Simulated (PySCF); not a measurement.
**How methods differ on the excitation energy of Si²⁺**

Si²⁺ [Ne] 3s2 (1S) → Si²⁺ [Ne] 3d2 (3F), as a difference of total energies. Calculation: PySCF 2.14, in aug-cc-pV(D+d)Z; no relativity, point nucleus. Correlated levels: valence: [Ne] frozen. The calculations carry no spin-orbit coupling.

```
           method  excitation energy (eV)
              UHF                  35.841
              LDA                  35.700
              PBE                  34.987
             PBE0                  35.398
           r2SCAN                  35.096
            TPSSh                  35.026
             BLYP                  35.230
            B3LYP                  35.657
    MP2 (valence)                  36.617
SCS-MP2 (valence)                  36.787
```

Problem. How much does correlation contribute at MP2 (valence)?

Solution. 36.617 − (35.841) = 0.776 eV, measured against UHF.

The upper state lies above the first ionisation limit, where it may autoionise and the basis confines it.

The promoted electron is Rydberg-like, and one or two diffuse shells describe it only roughly, which tends to raise the upper state.
